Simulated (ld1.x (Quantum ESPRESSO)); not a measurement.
# Cutoff test, Ga, TM

```json
{
 "Element": "Ga",
 "Generator": "ld1.x (Quantum ESPRESSO) 7.5",
 "Type": "norm-conserving Troullier–Martins (Kleinman–Bylander form)",
 "Functional": "PBE",
 "Relativity": "scalar-relativistic",
 "Frozen core": "[Ar] 3d10",
 "Valence charge": "3",
 "Reference configuration": "4s1 4p0 (charge +2)",
 "Partial waves": "4s (bound): rc 1.70 bohr; 4p (bound, empty): rc 1.75 bohr",
 "Local potential": "all-electron potential smoothed inside 1.60 bohr (lloc = -1)",
 "Core correction": "Bessel-smoothed model core, default radius (core density twice the valence density)"
}
```

The pseudo-atom Hamiltonian at the reference potential is diagonalised in spherical Bessel functions j_l(qr) that vanish at 20 bohr, with q² up to the cutoff. All-electron valence levels (Ry): 4s -1.9161, 4p -1.3038.

Question: How do the lowest levels (Ry) of each channel move with the cutoff, and are there ghosts?

Answer:

```csv
cutoff (Ry),s #1,p #1,d #1,f #1,f #2,Σ f·Δε (mRy)
8,-1.8791,-1.2981,-0.7144,-0.2851,-0.1622,37.2
12,-1.9073,-1.3011,-0.7326,-0.2853,-0.1623,9.1
18,-1.9123,-1.3031,-0.7420,-0.2853,-0.1624,4.0
25,-1.9130,-1.3032,-0.7445,-0.2853,-0.1624,3.3
35,-1.9156,-1.3038,-0.7453,-0.2853,-0.1624,0.7
45,-1.9162,-1.3039,-0.7454,-0.2853,-0.1624,0.2
400,-1.9163,-1.3040,-0.7454,-0.2853,-0.1624,0.0
```

Result: no extra level below or beside the all-electron valence levels (s, p, d, f tested); 10 mRy is reached at 12 Ry and 1 mRy at 35 Ry.
